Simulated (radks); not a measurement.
Question: The table gives one normalised radial function P(r) = r R(r) of Se3+ in [Ar] 3d9 4s2 4p1 5p1 (r in bohr). Calculated with a radial shooting solver on a logarithmic mesh with Libxc functionals: scalar-relativistic Kohn-Sham, SOGGA, spin-unpolarised, spherical densities, finite nucleus; Fermi nuclear charge, rms radius 4.14 fm.

r	P
0.004008	0.0078
0.006173	0.0172
0.009509	0.0375
0.01453	0.0785
0.02238	0.1600
0.03448	0.3040
0.0531	0.5162
0.08115	0.7237
0.125	0.7214
0.1925	0.2134
0.2942	-0.7260
0.4532	-1.3989
0.698	-1.1436
1.075	-0.4495
1.643	-0.0756
2.531	-0.0035
3.898	0.0000
5.957	0.0000
9.175	0.0000

Which n and l does it have? It may be an empty orbital.

Answer: n = 3, l = 1: the number of nodes gives n - l - 1 = 1, the rise at small r (about r^(l+1)) gives l, and the extent must fit the shell. The curve is that of 3p. 3p: eigenvalue -209.55 eV, 1 radial node at r = 0.214 bohr, <r> = 0.582 bohr, 90 % of the charge inside 0.887 bohr.
